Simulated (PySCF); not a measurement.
**Stretching BiO**

Set-up: PySCF, scalar-relativistic core potentials, basis sets Bi def2-SVPD with ECP60, O def2-SVPD. Energies in eV from Bi + O in their ground configurations at the same level. State: ²Π (doublet), unpaired electrons π ↑.

All columns are ωB97X. A positive dipole means Bi(−)O(+).

| R (Å) | E (eV) | μ (D) | Mulliken charge on Bi (basis-dependent) | HOMO (eV) | LUMO (eV) | Mayer bond order | ⟨S²⟩ |
| --- | --- | --- | --- | --- | --- | --- | --- |
| 1.676 | -1.970 | -3.20 | 1.16 | -6.95 | -0.95 | 1.19 | 0.75 |
| 1.754 | -2.923 | -3.68 | 1.10 | -7.15 | -1.16 | 1.32 | 0.75 |
| 1.832 | -3.420 | -4.11 | 1.04 | -7.35 | -1.37 | 1.45 | 0.76 |
| 1.891 | -3.575 | -4.42 | 1.00 | -7.49 | -1.52 | 1.52 | 0.76 |
| 1.949 | -3.591 | -4.70 | 0.95 | -7.63 | -1.68 | 1.59 | 0.76 |
| 2.007 | -3.499 | -4.96 | 0.91 | -7.76 | -1.83 | 1.65 | 0.77 |
| 2.085 | -3.262 | -5.15 | 0.85 | -7.93 | -2.02 | 1.68 | 0.85 |
| 2.183 | -2.804 | -5.72 | 0.82 | -8.13 | -2.15 | 1.77 | 0.77 |
| 2.300 | -2.169 | -6.18 | 0.78 | -8.35 | -2.42 | 1.83 | 0.76 |
| 2.456 | -1.246 | -6.71 | 0.73 | -8.60 | -2.73 | 1.87 | 0.76 |

These are scalar-relativistic numbers at best; spin–orbit coupling would shift them, the dissociation energy most. The state is the lowest determinant that a PBE0 search found; another state may lie lower at other levels.
